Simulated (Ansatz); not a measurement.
Abridged output of a molecular run in Ansatz:

```
Functional definition: HF
1422 factors; integrals over basis functions are off by at most 9.9e-4 eV
mean field evaluation 1: about -5336.1607 eV, gradient 3.2e1 eV
mean field evaluation 2: about -5336.4299 eV, gradient 3.2e1 eV
mean field evaluation 4: about -5339.4731 eV, gradient 5.4e0 eV
mean field evaluation 8: about -5339.5643 eV, gradient 4.7e-1 eV
mean field evaluation 16: about -5339.5666 eV, gradient 2.3e-6 eV
mean field -5339.56663735 eV, -196.2254546343 hartree, gradient 2.3e-6 eV, S^2 0.000000; 0 other end points of the search recorded, 0 dependent functions left out
5 core orbitals not correlated: weight in the atoms' cores, before any rotation towards them, 1.000 or more for the frozen orbitals, at most 0.000 for the correlated occupied ones
reference -5339.56663735 eV, -196.2254546343 hartree; 13, 13 occupied and 221, 221 virtual orbitals, 1422 factors
second order -21.12520309 eV of doubles, -0.00000000 eV of singles
cycle   1  -21.42529195 eV  change   -3.0e-1 eV  update   1.1e-1
cycle   2  -22.00839783 eV  change   -5.8e-1 eV  update   3.6e-2
cycle   3  -22.15996211 eV  change   -1.5e-1 eV  update   1.8e-2
cycle   4  -22.15134088 eV  change    8.6e-3 eV  update   4.5e-3
cycle   5  -22.15066269 eV  change    6.8e-4 eV  update   1.9e-3
cycle   6  -22.15108630 eV  change   -4.2e-4 eV  update   5.7e-4
cycle   7  -22.15075400 eV  change    3.3e-4 eV  update   2.2e-4
cycle   8  -22.15074611 eV  change    7.9e-6 eV  update   8.2e-5
cycle   9  -22.15075603 eV  change   -9.9e-6 eV  update   3.4e-5
cycle  10  -22.15073761 eV  change    1.8e-5 eV  update   1.4e-5
perturbative correction -1.02332919 eV, -0.0376066540 hartree
Total energy: -5362.74070415 eV, -197.0770858813 hartree
```

Its atoms:

Cartesian coordinates in Å:
```
B 0.724 1.761 0.938
C -0.357 0.651 0.828
N 0.126 -0.684 0.542
C -0.048 -1.267 -0.505
C -0.191 -1.963 -1.604
H 0.348 2.876 1.152
H 1.890 1.528 0.831
H -1.144 0.974 0.127
H -0.849 0.637 1.814
H 0.536 -1.883 -2.401
H -1.034 -2.630 -1.722
```

(1) Which basis set was used?
A. def2-TZVPP
B. cc-pV(D+d)Z
C. def2-SVPD
D. def2-SVP

(2) Write the keys of the input that set method, charge and spin (a neutral closed shell needs none for the last two).

Results:

(1) A. It gives 239 functions.

(2) 
```yaml
correlation: {method: ccsd_t}
```
